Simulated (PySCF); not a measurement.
# Computed structure and properties of [SmI2]+

System: [SmI2]+ (singlet in the valence; each metal's 4f electrons, 5 of them, lie in its core potential, out of spins and levels); start: template (C2v). Method: PySCF 2.14.0, RKS PBE0, Sm lcecp-1-SVP with ECP51, I def2-SVP with ECP28; non-relativistic Hamiltonian with scalar-relativistic core potentials where named; density fitting; no spin-orbit coupling.

Input of the relaxation:

```python
mol = gto.M(atom='''
Sm     0.00000     0.00000    -0.76463
I      2.73120    -0.00000     0.45767
I     -2.73120     0.00000     0.45767''',
    basis={'Sm': 'lcecp-1-SVP', 'I': 'def2-SVP'},
    ecp={'Sm': 'lcecp-1-SVP', 'I': 'def2-SVP'},
    charge=1, spin=0)
mf = dft.RKS(mol, xc='PBE0')
mf.grids.atom_grid = (50, 194)  # f atoms: unpruned, at least (60, 302)
mf = mf.density_fit()  # fitting sets: Sm AutoAux, I def2-universal-JKFIT
mf.conv_tol = 1e-08; mf.max_cycle = 55
mf.kernel(dm0)  # dm0: converged density of the start geometry
# quasi-Newton relaxation in Cartesian coordinates to a largest gradient under 0.00045 Eh/bohr, steps kept in the point group
```

Run from Python with OMP_NUM_THREADS=2; the lines above give its settings. Where DIIS fails, smearing, a level shift and second-order steps follow.
It took 45 s on 2 threads of Intel(R) Xeon(R) CPU @ 2.80GHz (Skylake/Cascade Lake), with other jobs on the host, from the converged density of the start.

Course of the relaxation:

```csv
step,energy above end (eV),largest force component within the symmetry (eV/Å)
0,0.4763,1.552
1,0.2102,0.932
2,0.0914,0.571
3,0.0548,0.265
4,0.0170,0.302
5,0.0073,0.160
6,0.0002,0.023
7,0.0000,0.004
```

Relaxed geometry (C2v):

```xyz
3

Sm    0.0000    0.0000   -1.0567
I     2.2248    0.0000    0.6037
I    -2.2248    0.0000    0.6037
```

| contact | Å |
| --- | --- |
| Sm1–I2 (I) | 2.776 |
| Sm1–I3 (I) | 2.776 |

On the finer grid (75, 302):

| Property | Result |
| --- | --- |
| HOMO | -11.78 eV |
| LUMO | -7.53 eV |
| Dipole about the centre of mass | 7.97 D |
| Set of Mulliken populations of Sm1 outside the core potential | s 2.28, p 6.20, d 1.37, f 0.03 |
| D3(BJ) dispersion energy (not in the energies) | -0.104 eV |

```tsv
atom	Mulliken (e)	Löwdin (e)	spin (e)
Sm1	1.12	0.39	0.00
I2	-0.06	0.30	0.00
I3	-0.06	0.30	0.00
```

The 4f levels lie in the core potential and are missing. Their spin isn't counted.

On the grid (50, 194), as all that follows. Harmonic modes: a minimum within the noise of the softest modes; lowest 39 cm⁻¹ (negative: unstable), highest 217 cm⁻¹, zero-point energy 0.028 eV.

Taking off one I (charge -1, singlet; the rest: singlet) in vacuum, both parts rigid, costs 12.44 eV; the small basis without counterpoise inflates it. Most of it is the attraction of opposite charges; other ways to part are cheaper, and one spin state was tried for the rest.

Rigid scan of I along the line from its metal:

(distance to I2 (Å), energy (eV)): (2.48, 0.735), (2.58, 0.287), (2.68, 0.062), (2.78, 0.000), (2.88, 0.051), (2.98, 0.182), (3.18, 0.588), (3.48, 1.340), (3.88, 2.321), (4.38, 3.310)

One start shape was tried, so this needn't be the lowest isomer.

An lcecp potential fixes the number of 4f electrons, so in runs with it no electron can move into or out of that shell.
